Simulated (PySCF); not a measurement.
# How the method moves the HOMO and LUMO of `Nc1ccccc1F`

C6H6FN.
Z-matrix (Å and degrees, PBE0-D3(BJ)/def2-SVP geometry), rows numbered from 1:
```
N 
C   1  1.3764
C   2  1.4024  1  123.45
C   3  1.3936  2  121.03  1   177.49
C   4  1.3930  3  120.77  2    -0.02
C   5  1.3968  4  119.20  3     0.24
C   6  1.3819  5  119.39  4    -0.26
F   7  1.3442  2  117.07  1     3.06
H   1  1.0113  2  115.70  3   162.84
H   1  1.0105  2  116.66  3    23.94
H   3  1.0932  2  118.80  1    -2.22
H   4  1.0924  3  119.19  2  -179.98
H   5  1.0914  4  120.76  3  -179.97
H   6  1.0918  5  121.98  4   179.57
```

Basis pcSseg-1 throughout (PySCF), one geometry. Geometry: PBE0-D3(BJ)/def2-SVP; no solvent, vibrations or thermal averaging.

Question: How do the orbital energies, the gap and the dipole change with the method?

Answer: 
```csv
method,kind,HOMO (eV),LUMO (eV),gap (eV),μ (D),SCF cycles
BLYP,GGA,-4.79,-0.80,3.98,1.75,15
B97-D,GGA,-4.92,-0.88,4.04,1.75,16
OPBE,GGA,-4.93,-0.86,4.07,1.75,16
PBE,GGA,-4.96,-0.96,4.00,1.77,15
B3LYP,global hybrid,-5.81,-0.29,5.52,1.73,14
PBE0,global hybrid,-6.03,-0.12,5.92,1.73,14
CAM-B3LYP,range-separated hybrid,-7.22,0.97,8.20,1.72,13
wB97X-D,range-separated hybrid,-7.79,1.59,9.38,1.72,13
HF,Hartree–Fock,-8.17,3.42,11.58,1.79,12
```

The HOMO spans 3.38 eV, from BLYP down to HF, and the gap runs from 3.98 eV (BLYP) to 11.58 eV (HF). Over the methods BLYP (0 %), B97-D (0 %), OPBE (0 %), PBE (0 %), B3LYP (20 %), PBE0 (25 %), HF (100 %), a straight line through the gap against the share of exact exchange rises by 0.76 eV for each 10 % (correlation coefficient 1.000). The dipole ranges from 1.72 D (CAM-B3LYP) to 1.79 D (HF). This basis has no diffuse functions.

The vertical ΔSCF ionisation energy at wB97X-D/def2-SVPD is 8.03 eV; −ε(HOMO) comes closest to it with HF (8.17 eV).
